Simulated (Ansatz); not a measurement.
C₁₀H₁₉GeN⁻, that is Ge(vinyl)3(NEt2) with one electron more. Charge -1, multiplicity 2. Geometry PBE0-D4/def2-SVP, that of the neutral singlet; atoms count from 1.

| atom | x (Å) | y (Å) | z (Å) |
| --- | --- | --- | --- |
| Ge1 | 0.724 | 0.186 | 0.158 |
| C2 | 1.568 | -1.048 | 1.397 |
| C3 | 2.724 | -1.665 | 1.136 |
| H4 | 1.068 | -1.232 | 2.357 |
| H5 | 3.256 | -1.509 | 0.190 |
| H6 | 3.196 | -2.349 | 1.851 |
| C7 | 1.543 | -0.023 | -1.600 |
| C8 | 2.417 | 0.852 | -2.108 |
| H9 | 1.262 | -0.897 | -2.202 |
| H10 | 2.730 | 1.742 | -1.549 |
| H11 | 2.862 | 0.725 | -3.103 |
| C12 | 0.955 | 2.023 | 0.740 |
| C13 | 1.790 | 2.362 | 1.727 |
| H14 | 0.409 | 2.819 | 0.217 |
| H15 | 2.369 | 1.611 | 2.276 |
| H16 | 1.935 | 3.405 | 2.033 |
| N17 | -1.071 | -0.214 | 0.141 |
| C18 | -1.476 | -1.592 | -0.046 |
| C19 | -2.357 | -2.120 | 1.079 |
| C20 | -2.047 | 0.795 | -0.210 |
| C21 | -2.150 | 1.102 | -1.701 |
| H22 | -0.574 | -2.225 | -0.111 |
| H23 | -1.997 | -1.730 | -1.016 |
| H24 | -1.824 | -2.073 | 2.040 |
| H25 | -3.280 | -1.527 | 1.180 |
| H26 | -2.654 | -3.165 | 0.894 |
| H27 | -3.038 | 0.483 | 0.169 |
| H28 | -1.814 | 1.724 | 0.339 |
| H29 | -1.197 | 1.495 | -2.090 |
| H30 | -2.394 | 0.198 | -2.282 |
| H31 | -2.934 | 1.849 | -1.903 |

The highest occupied level of the charge -1 doublet lies above zero (up to 2.82 eV). By energy differences it is unbound by 1.27 eV (vertical, to the charge 0 singlet, at PBE0-D4/def2-SVP) and held by the finite basis.

Question: Estimate the Mulliken populations of the heavy atoms from the PBE0/def2-SVP orbitals of Ansatz.

Answer: 
```json
{"atom": "Ge1", "charge (e)": "0.69", "spin (α − β)": "0.09"}
{"atom": "C2", "charge (e)": "-0.29", "spin (α − β)": "0.11"}
{"atom": "C3", "charge (e)": "-0.14", "spin (α − β)": "0.25"}
{"atom": "C7", "charge (e)": "-0.28", "spin (α − β)": "0.08"}
{"atom": "C8", "charge (e)": "-0.13", "spin (α − β)": "0.15"}
{"atom": "C12", "charge (e)": "-0.28", "spin (α − β)": "0.10"}
{"atom": "C13", "charge (e)": "-0.14", "spin (α − β)": "0.22"}
{"atom": "N17", "charge (e)": "-0.55", "spin (α − β)": "0.01"}
{"atom": "C18", "charge (e)": "0.09", "spin (α − β)": "0.01"}
{"atom": "C19", "charge (e)": "-0.05", "spin (α − β)": "-0.01"}
{"atom": "C20", "charge (e)": "0.09", "spin (α − β)": "0.01"}
{"atom": "C21", "charge (e)": "-0.07", "spin (α − β)": "0.00"}
```
Mulliken values and Mayer orders depend strongly on the basis.

Question: Where does the spin sit?

Answer: Summed by element: Ge 0.09, C 0.93, H -0.04, N 0.01, of 1 unpaired in all. Largest on single atoms: C3 0.25, C13 0.22, C8 0.15.

Question: And the Mayer bond orders between bonded heavy atoms (over 0.3)?

Answer: Ge1–C2 1.02 (1.94 Å); Ge1–C7 0.96 (1.95 Å); Ge1–C12 1.02 (1.94 Å); Ge1–N17 0.85 (1.84 Å); C2–C3 1.71 (1.34 Å); C7–C8 1.80 (1.34 Å); C12–C13 1.75 (1.34 Å); N17–C18 1.01 (1.45 Å); N17–C20 1.03 (1.45 Å); C18–C19 1.09 (1.52 Å); C20–C21 1.08 (1.53 Å).
